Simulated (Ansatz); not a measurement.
Ansatz (an electronic-structure program) input file for C2H7AlO2Si, SMILES [OH][Al]([OH])/[CH]=C/[SiH3], PBE-D3(BJ)/def2-SVP. 

Ansatz 0.2 input:
```yaml
crystal:
  periodic: [false, false, false]
  atoms:
    - {symbol: Si, position_ang: [0.08308444, 3.08338535, 0.00000000]}
    - {symbol: C, position_ang: [-0.32473859, 1.25259381, 0.00000000]}
    - {symbol: C, position_ang: [0.59729279, 0.25915485, 0.00000000]}
    - {symbol: Al, position_ang: [0.04732869, -1.59607291, -0.00000000]}
    - {symbol: O, position_ang: [1.22792371, -2.81859835, 0.00000000]}
    - {symbol: O, position_ang: [-1.63447976, -1.85113439, 0.00000000]}
    - {symbol: H, position_ang: [-0.49449363, 3.76009733, -1.20393188]}
    - {symbol: H, position_ang: [-0.49449362, 3.76009732, 1.20393187]}
    - {symbol: H, position_ang: [1.56643899, 3.26095667, -0.00000000]}
    - {symbol: H, position_ang: [-1.39121710, 0.97075119, -0.00000000]}
    - {symbol: H, position_ang: [1.65875289, 0.55591154, -0.00000000]}
    - {symbol: H, position_ang: [1.13281854, -3.77275453, 0.00000000]}
    - {symbol: H, position_ang: [-2.13913801, -2.66613665, 0.00000001]}
basis:
  gaussian:
    orbitals: def2-SVP
hamiltonian:
  xc: pbe
  dispersion: d3bj
relax: {f_tol: 0.002, max_steps: 200}
```

It prints:

```
WARN ansatz: RAYON_NUM_THREADS=1 ignored (pool sized by the plan → 1); use --threads N
Functional definition: PBE
integrals: 0.07 GiB planned
1397 factors; their error is unknown
mean field: 0.38 GiB planned
mean field evaluation 1: about -20715.6892 eV, gradient 9.5e1 eV
mean field evaluation 2: about -20660.1873 eV, gradient 1.8e2 eV
mean field evaluation 4: about -20733.8017 eV, gradient 1.4e1 eV
mean field evaluation 8: about -20734.3409 eV, gradient 3.2e-1 eV
mean field evaluation 16: about -20734.2554 eV, gradient 2.8e-3 eV
mean field -20734.25544822 eV, -761.9698335388 hartree, gradient 1.9e-5 eV, S^2 0.000000; 0 other end points of the search recorded, 0 dependent functions left out
the calculation of the forces begins
reference -20734.25549516 eV, -761.9698352639 hartree; 31, 31 occupied and 96, 96 virtual orbitals, 1397 factors
relax step   1: F+E_penalty+E_count = -20734.52910000 eV  Δ(F+E_penalty+E_count) = +0.000e0 eV  max|allowed force component| = 4.131e-1 eV/Å  Δτ_max = 0.0000 Å  (33 SCF iters, accepted)
these checks for a lower state are left out or cut short: starts, cluster_reference, orbital_swaps, neighbouring_geometries, increment
integrals: 0.07 GiB planned
1397 factors; their error is unknown
mean field: 0.38 GiB planned
mean field -20734.26921153 eV, -761.9703393312 hartree, gradient 1.1e-5 eV, S^2 0.000000; 0 other end points of the search recorded, 0 dependent functions left out
the calculation of the forces begins
reference -20734.26925859 eV, -761.9703410608 hartree; 31, 31 occupied and 96, 96 virtual orbitals, 1397 factors
relax step   2: F+E_penalty+E_count = -20734.54191978 eV  Δ(F+E_penalty+E_count) = -1.282e-2 eV  max|allowed force component| = 2.228e-1 eV/Å  Δτ_max = 0.0153 Å  (34 SCF iters, accepted)
these checks for a lower state are left out or cut short: starts, cluster_reference, orbital_swaps, neighbouring_geometries, increment
integrals: 0.07 GiB planned
1397 factors; their error is unknown
mean field: 0.37 GiB planned
mean field evaluation 32: about -20734.2728 eV, gradient 2.0e-1 eV
mean field -20734.27292647 eV, -761.9704758529 hartree, gradient 1.1e-5 eV, S^2 0.000000; 0 other end points of the search recorded, 0 dependent functions left out
the calculation of the forces begins
reference -20734.27297359 eV, -761.9704775844 hartree; 31, 31 occupied and 96, 96 virtual orbitals, 1397 factors
relax step   3: F+E_penalty+E_count = -20734.54501600 eV  Δ(F+E_penalty+E_count) = -3.096e-3 eV  max|allowed force component| = 8.324e-2 eV/Å  Δτ_max = 0.0140 Å  (35 SCF iters, accepted)
these checks for a lower state are left out or cut short: starts, cluster_reference, orbital_swaps, neighbouring_geometries, increment
integrals: 0.07 GiB planned
1397 factors; their error is unknown
mean field: 0.37 GiB planned
mean field -20734.27477272 eV, -761.9705437012 hartree, gradient 1.1e-5 eV, S^2 0.000000; 0 other end points of the search recorded, 0 dependent functions left out
the calculation of the forces begins
reference -20734.27481978 eV, -761.9705454306 hartree; 31, 31 occupied and 96, 96 virtual orbitals, 1397 factors
relax step   4: F+E_penalty+E_count = -20734.54683450 eV  Δ(F+E_penalty+E_count) = -1.819e-3 eV  max|allowed force component| = 9.687e-2 eV/Å  Δτ_max = 0.0302 Å  (33 SCF iters, accepted)
these checks for a lower state are left out or cut short: starts, cluster_reference, orbital_swaps, neighbouring_geometries, increment
integrals: 0.07 GiB planned
1397 factors; their error is unknown
mean field: 0.37 GiB planned
mean field -20734.27558063 eV, -761.9705733913 hartree, gradient 1.2e-5 eV, S^2 0.000000; 0 other end points of the search recorded, 0 dependent functions left out
the calculation of the forces begins
reference -20734.27562762 eV, -761.9705751182 hartree; 31, 31 occupied and 96, 96 virtual orbitals, 1397 factors
relax step   5: F+E_penalty+E_count = -20734.54777176 eV  Δ(F+E_penalty+E_count) = -9.373e-4 eV  max|allowed force component| = 5.267e-2 eV/Å  Δτ_max = 0.0383 Å  (32 SCF iters, accepted)
these checks for a lower state are left out or cut short: starts, cluster_reference, orbital_swaps, neighbouring_geometries, increment
integrals: 0.07 GiB planned
1397 factors; their error is unknown
mean field: 0.37 GiB planned
mean field -20734.27571617 eV, -761.9705783726 hartree, gradient 1.1e-5 eV, S^2 0.000000; 0 other end points of the search recorded, 0 dependent functions left out
the calculation of the forces begins
reference -20734.27576315 eV, -761.9705800989 hartree; 31, 31 occupied and 96, 96 virtual orbitals, 1397 factors
relax step   6: F+E_penalty+E_count = -20734.54784893 eV  Δ(F+E_penalty+E_count) = -7.717e-5 eV  max|allowed force component| = 2.305e-2 eV/Å  Δτ_max = 0.0045 Å  (26 SCF iters, accepted)
these checks for a lower state are left out or cut short: starts, cluster_reference, orbital_swaps, neighbouring_geometries, increment
integrals: 0.07 GiB planned
1397 factors; their error is unknown
mean field: 0.37 GiB planned
mean field evaluation 64: about -20734.2757 eV, gradient 1.3e-4 eV
mean field -20734.27571045 eV, -761.9705781621 hartree, gradient 7.0e-6 eV, S^2 0.000000; 0 other end points of the search recorded, 0 dependent functions left out
the calculation of the forces begins
reference -20734.27575743 eV, -761.9705798886 hartree; 31, 31 occupied and 96, 96 virtual orbitals, 1397 factors
relax step   7: F+E_penalty+E_count = -20734.54787852 eV  Δ(F+E_penalty+E_count) = -2.959e-5 eV  max|allowed force component| = 4.456e-3 eV/Å  Δτ_max = 0.0032 Å  (25 SCF iters, accepted)
these checks for a lower state are left out or cut short: starts, cluster_reference, orbital_swaps, neighbouring_geometries, increment
integrals: 0.07 GiB planned
1397 factors; their error is unknown
mean field: 0.37 GiB planned
mean field -20734.27572031 eV, -761.9705785244 hartree, gradient 4.0e-5 eV, S^2 0.000000; 0 other end points of the search recorded, 0 dependent functions left out
the calculation of the forces begins
reference -20734.27576729 eV, -761.9705802510 hartree; 31, 31 occupied and 96, 96 virtual orbitals, 1397 factors
relax step   8: F+E_penalty+E_count = -20734.54787987 eV  Δ(F+E_penalty+E_count) = -1.350e-6 eV  max|allowed force component| = 3.727e-4 eV/Å  Δτ_max = 0.0007 Å  (21 SCF iters, accepted)
integrals: 0.07 GiB planned
1397 factors; their error is unknown
mean field: 0.37 GiB planned
mean field evaluation 96: about -20734.2757 eV, gradient 4.0e-5 eV
mean field -20734.27572031 eV, -761.9705785244 hartree, gradient 4.0e-5 eV, S^2 0.000000; 1 other end points of the search recorded, 0 dependent functions left out
the calculation of the forces begins
reference -20734.27576729 eV, -761.9705802510 hartree; 31, 31 occupied and 96, 96 virtual orbitals, 1397 factors
Total energy: -20734.54792685 eV, -761.9805819304 hartree
Atom 0 at     0.091244     3.100943    -0.000000 Å, force     0.000080    -0.000123     0.000000 eV/Å
Atom 1 at    -0.337088     1.266713    -0.000000 Å, force    -0.000373    -0.000126    -0.000000 eV/Å
Atom 2 at     0.580441     0.262957     0.000000 Å, force    -0.000264     0.000126    -0.000000 eV/Å
Atom 3 at     0.039143    -1.603963     0.000000 Å, force    -0.000158    -0.000158    -0.000000 eV/Å
Atom 4 at     1.251923    -2.818935    -0.000000 Å, force     0.000041     0.000182     0.000000 eV/Å
Atom 5 at    -1.656241    -1.880738     0.000000 Å, force     0.000052     0.000037     0.000000 eV/Å
Atom 6 at    -0.482607     3.789142    -1.212733 Å, force     0.000078     0.000142     0.000037 eV/Å
Atom 7 at    -0.482607     3.789142     1.212733 Å, force     0.000078     0.000142    -0.000037 eV/Å
Atom 8 at     1.587449     3.263754    -0.000000 Å, force    -0.000189     0.000043    -0.000000 eV/Å
Atom 9 at    -1.413183     0.998248     0.000000 Å, force     0.000329     0.000086     0.000000 eV/Å
Atom 10 at     1.651912     0.547348     0.000000 Å, force     0.000208    -0.000217    -0.000000 eV/Å
Atom 11 at     1.106207    -3.776248    -0.000000 Å, force     0.000163    -0.000101    -0.000000 eV/Å
Atom 12 at    -2.101514    -2.740109    -0.000000 Å, force    -0.000045    -0.000033    -0.000000 eV/Å
Dipole moment:    -0.176316    -0.573878    -0.000000 e Å
```

The calculation finished and met its thresholds.

Cost: about 30 core-seconds (a rough figure).
